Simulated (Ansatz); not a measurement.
A structure relaxed at PBE0-D4/def2-TZVP in Ansatz, charge 1, singlet:

```xyz
6

Ru   -0.5669    0.3987    0.7412
Ru   -0.4826    0.5484   -1.3951
Ru    1.4356   -0.2730    0.3870
H     0.1545    1.9443   -1.1564
H     0.8358   -1.6955    0.4210
H    -1.3766   -0.9229    1.0023
```

Q: Give its formula.

A: the cluster Ru3H3⁺.

Q: Summarise the bond lengths by kind (pairs closer than 1.2 times the sum of covalent radii, bridged metal pairs left out).

A: 3 × Ru–Ru 2.14 to 2.74 Å; 3 × H–Ru 1.54 to 1.57 Å.

In the def2 sets Ru takes a core potential; there is no spin–orbit coupling. The restricted singlet is unstable towards broken spin symmetry in Hartree–Fock (as tested in another run); at PBE0-D4/def2-TZVP this wasn't settled. The relaxation made no stability test and no search for a lower SCF solution. No other spin state of charge 1 was run. Another isomer (quintet) lies 1.71 eV lower at PBE0-D4/def2-TZVP; other spin states weren't run for this one.
